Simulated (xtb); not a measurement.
Input for xtb: GFN-FF on GeH4Se (SMILES [GeH3][SeH]), a point of a torsion scan.

```
$ xtb mol.xyz --gfnff --sp --chrg 0 --uhf 0
6

Ge    -0.58723076    -0.03808689    -0.03696475
Se     1.59309986    -0.79434074    -0.26237867
H     -0.78320623     1.18931724    -0.87418844
H     -1.55571229    -1.09325783    -0.48279216
H     -0.87954519     0.29622421     1.39582198
H      1.97552193     0.25115342    -1.17323432
```

It printed:

```
[...]
           -------------------------------------------------
          |                Calculation Setup                |
           -------------------------------------------------



          ==================== Thresholds ====================
          CN  :   150.00000
          rep :   500.00000
          disp:  2500.00000
          HB1 :   250.00000
          HB2 :   450.00000

          Pauling EN used:
          Z : 1  EN :  2.20
          Z :32  EN :  2.01
          Z :34  EN :  2.55
          electric field strengths (au): 0.000

           -------------------------------------------------
          |           Force Field Initialization            |
           -------------------------------------------------

          distances ...
          ----------------------------------------
          generating topology and atomic info file ...
          pair mat ...
          computing topology distances matrix with Floyd-Warshall algo ...
          making topology EEQ charges ...
          #fragments for EEQ constrain: 1
          ----------------------------------------
          generating topology and atomic info file ...
          pair mat ...
          computing topology distances matrix with Floyd-Warshall algo ...
          making topology EEQ charges ...
          #fragments for EEQ constrain: 1
          rings ...
          # BATM   6
          # H in HB   4

  atom   neighbors  erfCN metchar sp-hybrid imet pi  qest     coordinates
    1  Ge      4    3.46   0.02         3    0    0   0.162   -1.109705   -0.071974   -0.069853
    2  Se      2    1.91   0.00         3    0    0  -0.190    3.010522   -1.501086   -0.495824
    3  H       1    0.96   0.01         0    0    0  -0.012   -1.480045    2.247484   -1.651977
    4  H       1    0.96   0.01         0    0    0  -0.012   -2.939870   -2.065958   -0.912345
    5  H       1    0.96   0.01         0    0    0  -0.012   -1.662100    0.559783    2.637721
    6  H       1    0.97   0.00         0    0    0   0.063    3.733195    0.474611   -2.217092

          #atoms :   6
          #bonds :   5
          #angl  :   7
          #tors  :   3
          #nmol  :   1
          #optfrag :   1
           -------------------------------------------------
          |                   G F N - F F                   |
          |          A general generic force-field          |
          |                  Version 1.0.3                  |
           -------------------------------------------------
          Number of HB bonds (bound hydrogen)     0
          Number of HB bonds (unbound hydrogen)   0
          Number of XB bonds                      0

 E+G (total)                   0 d,  0 h,  0 min,  0.000 sec
 distance/D3 list               ...        0 min,  0.000 sec (  0.702%)
 non bonded repulsion           ...        0 min,  0.000 sec ( 29.600%)
 dCN                            ...        0 min,  0.000 sec (  2.943%)
 EEQ energy and q               ...        0 min,  0.000 sec ( 15.184%)
 D3                             ...        0 min,  0.000 sec ( 10.131%)
 EEQ gradient                   ...        0 min,  0.000 sec (  6.376%)
 bonds                          ...        0 min,  0.000 sec (  5.796%)
 bend and torsion               ...        0 min,  0.000 sec (  9.098%)
 bonded ATM                     ...        0 min,  0.000 sec (  2.791%)
 HB/XB (incl list setup)        ...        0 min,  0.000 sec ( 11.054%)

         :::::::::::::::::::::::::::::::::::::::::::::::::::::
         ::                     SUMMARY                     ::
         :::::::::::::::::::::::::::::::::::::::::::::::::::::
         :: total energy              -0.375183173468 Eh    ::
Note: The following floating-point exceptions are signalling: IEEE_UNDERFLOW_FLAG IEEE_DENORMAL
normal termination of xtb
         :: gradient norm              0.023373113157 Eh/a0 ::
         ::.................................................::
         :: bond energy               -0.407743482138 Eh    ::
         :: angle energy               0.021608781178 Eh    ::
         :: torsion energy             0.001340097976 Eh    ::
         :: repulsion energy           0.022454844681 Eh    ::
         :: electrostat energy        -0.010734090071 Eh    ::
         :: dispersion energy         -0.002107114161 Eh    ::
         :: HB energy                  0.000000000000 Eh    ::
         :: XB energy                  0.000000000000 Eh    ::
         :: bonded atm energy         -0.000002210932 Eh    ::
         :: external energy            0.000000000000 Eh    ::
         :: add. restraining           0.000000000000 Eh    ::
         :: total charge               0.000000000000 e     ::
         :::::::::::::::::::::::::::::::::::::::::::::::::::::

           -------------------------------------------------
          |                Property Printout                |
           -------------------------------------------------

molecular dipole:
                 x           y           z       tot (Debye)
 q only:       -0.495       0.336      -0.070       1.531

           -------------------------------------------------
          | TOTAL ENERGY               -0.375183173468 Eh   |
          | GRADIENT NORM               0.023373113157 Eh/α |
           -------------------------------------------------
########################################################################
[WARNING] Runtime exception occurred
-1- gfnff_setup: Could not read topology file.
########################################################################

------------------------------------------------------------------------
------------------------------------------------------------------------
 total:
 SCF:
```

The run finished.

Cost: around 0.020 core-seconds (rough).
